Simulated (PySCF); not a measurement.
SMILES Nc1c(C=S)c1=O, C₄H₃NOS

Geometry:
```csv
atom,x (Å),y (Å),z (Å)
N1,-1.706,-0.705,0.115
C2,-0.742,0.183,0.024
C3,0.632,0.371,-0.051
C4,1.858,-0.304,-0.075
S5,1.967,-1.938,0.003
C6,-0.201,1.521,-0.070
O7,-0.404,2.699,-0.120
H8,-1.488,-1.691,0.154
H9,-2.672,-0.420,0.145
H10,2.764,0.289,-0.148
```

Theory: TDDFT LC-wPBE/def2-SVPD excited states, vertical, gas phase in PySCF. Geometry: GFN2-xTB.

(1) Give the one- and two-photon strengths of the lowest singlets.

## Answers

(1) δ for parallel linear polarisation; σ at the peak of a Lorentzian of half width 0.1 eV, single beam; Ω is circular over linear.
| state | E (eV) | f | photon λ (nm) | δ (au) | σ (GM) | Ω | main |
| --- | --- | --- | --- | --- | --- | --- | --- |
| S1 | 2.10 | 0.000 | 1182 | 0.1 | 0.00 | 1.50 | HOMO→LUMO 0.83, HOMO−2→LUMO 0.14 |
| S2 | 3.73 | 0.001 | 664 | 4.62 | 0.02 | 1.50 | HOMO−2→LUMO 0.78, HOMO→LUMO 0.13 |
| S3 | 4.08 | 0.397 | 608 | 714 | 4.34 | 0.52 | HOMO−1→LUMO 0.96 |
| S4 | 5.94 | 0.001 | 418 | 2.25 | 0.03 | 1.50 | HOMO−4→LUMO 0.91 |
| S5 | 6.46 | 0.002 | 384 | 0.89 | 0.01 | 1.50 | HOMO−2→LUMO+7 0.26, HOMO−2→LUMO+9 0.22 |

Among these, the strongest one-photon state is S3, the strongest two-photon state S3, with a dipole change of 2.8 D (relaxed, norm of the difference vector).
